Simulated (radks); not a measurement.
Results of a calculation; reference values are marked as such.
Question: These are the eigenvalues of the occupied orbitals of an atom or ion with whole-number occupations (hartree). Level of theory: Dirac Kohn-Sham, LB94 model potential, spin-unpolarised, spherical densities, finite nucleus; Fermi nuclear charge, rms radius of each element as measured or else 0.836 A^(1/3) + 0.57 fm (a radial shooting solver on a logarithmic mesh with Libxc functionals).

orbital  eigenvalue
1s1/2     -2268.269
2s1/2     -395.3716
2p1/2     -378.1084
2p3/2     -339.2977
3s1/2     -99.34066
3p1/2     -91.62452
3p3/2     -83.39610
3d3/2     -70.15904
3d5/2     -68.35559
4s1/2     -29.44965
4p1/2     -26.31660
4p3/2     -24.40391
4d3/2     -19.19824
4d5/2     -18.83640
4f5/2     -12.34548
4f7/2     -12.27469

Which element is it, and in what charge state? The configuration may be excited. Open shells, if any, fill j = l - 1/2 first.

Answer: Z = 70, ytterbium, charge +15: Yb15+ in [Kr] 4d10 4f9. The list shows which subshells hold electrons but not how many an open one holds; the 1s level, -2268.3 hartree, gives Z - s = 67.4 by -(Z - s)^2/2, which with screening and relativity narrows Z to a few neighbours, and the depths of the outer levels then fix element, charge and occupations together.
